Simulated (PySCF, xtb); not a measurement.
AlClH4O3Si, SMILES [OH][Al]([OH])[O][SiH2]Cl. One conformer was computed; it need not be the lowest.

Harmonic wavenumbers (cm⁻¹) from GFN2-xTB (xtb 6.7.1) at its own minimum, in rising order: 17, 56, 76, 182, 206, 238, 309, 337, 354, 374, 412, 475, 513, 535, 612, 731, 773, 808, 940, 1059, 2258, 2293, 3760, 3761.

Question: What does PySCF 2.14.0 with PBE-D3(BJ)/def2-SVP give at its own minimum? (Estimate from the structure and the level; the computed values follow.)

Answer: 68, 76, 80, 193, 217, 239, 250, 297, 326, 469, 574, 584, 615, 623, 670, 808, 868, 929, 952, 971, 2198, 2211, 3816, 3824. Paired by order, the mean absolute difference is 62 cm⁻¹ and the zero-point energies are 30.1 and 31.3 kcal/mol.
